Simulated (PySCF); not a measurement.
PySCF input (M06-2X/6-31G* (5d)):

```python
from pyscf import gto, dft

mol = gto.M(
    atom='''
    Si   -0.04756189   -0.95901857    0.27984017
    Cl    1.73900744    0.36591280   -0.03557094
    Cl   -1.69804253    0.50996005   -0.12608197
    H    -0.03053696   -1.46357839   -1.16966282
    ''',
    basis='6-31g*',
    charge=-1,
    spin=0,
    verbose=4,
)

mf = dft.RKS(mol, xc='m062x')
mf.grids.level = 4
mf.conv_tol = 1e-9
mf.max_cycle = 100
mf.max_memory = 1500
mf.kernel()
if not mf.converged:
    mf = mf.newton()
    mf.kernel(mf.make_rdm1())
mf.dip_moment()
```

From the last part of the output:

```
diis_damp = 0
SCF conv_tol = 1e-09
SCF conv_tol_grad = None
SCF max_cycles = 100
direct_scf = True
direct_scf_tol = 1e-13
XC library pyscf.dft.libxc version 7.1.2
    S. Lehtola, C. Steigemann, M. J. T. Oliveira, and M. A. L. Marques,  SoftwareX 7, 1–5 (2018)
XC functionals = m062x
    Y. Zhao and D. G. Truhlar,  Theor. Chem. Acc. 120, 215 (2008)
    Y. Zhao and D. G. Truhlar,  Theor. Chem. Acc. 120, 215 (2008)
radial grids:
    Treutler-Ahlrichs [JCP 102, 346 (1995); DOI:10.1063/1.469408] (M4) radial grids

becke partition: Becke, JCP 88, 2547 (1988); DOI:10.1063/1.454033
pruning grids: <function nwchem_prune>
grids dens level: 4
symmetrized grids: False
atomic radii adjust function: <function treutler_atomic_radii_adjust>
small_rho_cutoff = 0
Set gradient conv threshold to 3.16228e-05
Initial guess from minao.
tot grids = 102008
init E= -1210.29801445655
  HOMO = -0.218389278938503  LUMO = -0.0186007833420498  gap/eV = 5.43652
cycle= 1 E= -1210.45695722524  delta_E= -0.159  |g|= 0.346  |ddm|= 1.78
  HOMO = -0.0654142115319467  LUMO = 0.200247275246012  gap/eV = 7.22902
cycle= 2 E= -1210.47283358657  delta_E= -0.0159  |g|= 0.291  |ddm|= 0.949
  HOMO = -0.064898170683358  LUMO = 0.208044415551968  gap/eV = 7.42715
cycle= 3 E= -1210.49999173642  delta_E= -0.0272  |g|= 0.0137  |ddm|= 0.42
  HOMO = -0.0716996469912585  LUMO = 0.202969841213553  gap/eV = 7.47414
cycle= 4 E= -1210.50010988186  delta_E= -0.000118  |g|= 0.00615  |ddm|= 0.0464
  HOMO = -0.0700798787781429  LUMO = 0.204636662494166  gap/eV = 7.47542
cycle= 5 E= -1210.50012965834  delta_E= -1.98e-05  |g|= 0.00151  |ddm|= 0.0161
  HOMO = -0.0699789927535062  LUMO = 0.204742610045918  gap/eV = 7.47556
cycle= 6 E= -1210.5001313373  delta_E= -1.68e-06  |g|= 0.000298  |ddm|= 0.00528
  HOMO = -0.0699856304704596  LUMO = 0.204724333669634  gap/eV = 7.47524
cycle= 7 E= -1210.50013144582  delta_E= -1.09e-07  |g|= 8.47e-05  |ddm|= 0.00157
  HOMO = -0.0699873652591305  LUMO = 0.204729837285567  gap/eV = 7.47544
cycle= 8 E= -1210.50013145091  delta_E= -5.09e-09  |g|= 1.96e-05  |ddm|= 0.000261
  HOMO = -0.0699850084921296  LUMO = 0.204732119403646  gap/eV = 7.47543
cycle= 9 E= -1210.50013145125  delta_E= -3.34e-10  |g|= 4.17e-06  |ddm|= 7.45e-05
  HOMO = -0.0699852162570649  LUMO = 0.204731935539705  gap/eV = 7.47543
Extra cycle  E= -1210.50013145126  delta_E= -1.46e-11  |g|= 1.5e-06  |ddm|= 1.28e-05
converged SCF energy = -1210.50013145126

WARN: System has nonzero charge -1; the dipole moment is origin-dependent.
Location of origin: [0. 0. 0.]

Dipole moment(X, Y, Z, Debye):  0.00172, -0.15445, -0.32412
```

The dipole moment of an ion depends on the origin.
